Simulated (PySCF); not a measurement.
# How the method changes the constants of Hg₂⁺

State: ²Σu⁺ (doublet), unpaired electrons σ ↑. Set-up: PySCF, scalar-relativistic core potentials, basis sets Hg def2-SVPD with ECP60. De refers to Hg⁺ + Hg in their ground configurations, without counterpoise correction. The functionals are run spin-unrestricted.

```json
{"Level": "ROHF", "Re (Å)": "2.921", "ωe (cm⁻¹)": "90.3", "De (eV)": "0.88"}
{"Level": "ROHF-MP2", "Re (Å)": "2.754", "ωe (cm⁻¹)": "118", "De (eV)": "1.60"}
{"Level": "ROHF-SCS-MP2", "Re (Å)": "2.788", "ωe (cm⁻¹)": "112", "De (eV)": "1.46"}
{"Level": "PBE", "Re (Å)": "2.880", "ωe (cm⁻¹)": "87.2", "De (eV)": "1.73"}
{"Level": "PW91", "Re (Å)": "2.872", "ωe (cm⁻¹)": "88.5", "De (eV)": "1.77"}
{"Level": "r²SCAN", "Re (Å)": "2.813", "ωe (cm⁻¹)": "98.3", "De (eV)": "1.75"}
{"Level": "r²SCANh", "Re (Å)": "2.809", "ωe (cm⁻¹)": "99.8", "De (eV)": "1.69"}
{"Level": "B3LYP", "Re (Å)": "2.902", "ωe (cm⁻¹)": "86.1", "De (eV)": "1.55"}
{"Level": "PBE0", "Re (Å)": "2.843", "ωe (cm⁻¹)": "95.5", "De (eV)": "1.60"}
```

Question: What does a quarter of exact exchange do here, going from PBE to PBE0?

Answer: PBE0 less PBE: -3.7 pm in Re, +9.5 % in ωe, -0.13 eV in De. Exact exchange removes part of the self-interaction that spreads semilocal densities, and in most molecules shortens and stiffens the bond and lowers De; so it does here.

Question: What does the step from GGA to meta-GGA do here, going from PBE to r²SCAN?

Answer: r²SCAN less PBE: -6.7 pm in Re, +12.7 % in ωe, +0.02 eV in De. 

Question: What does second-order correlation do here, going from ROHF to ROHF-MP2?

Answer: ROHF-MP2 less ROHF: -16.7 pm in Re, +30.7 % in ωe, +0.72 eV in De. Correlation nearly always deepens the well. The bond shortens, as in weak, metallic or heavy-atom bonds, where dispersion and the correlation of outer-core electrons pull the atoms together.

Correlated steps freeze no core orbitals. Correlated levels converge slowly with the basis: in double zeta they bind strong bonds too weakly, by up to about 1 eV, and carry superposition errors of some tenths. Spin–orbit coupling is left out. The state was picked by a PBE0 search and need not be the measured ground state.
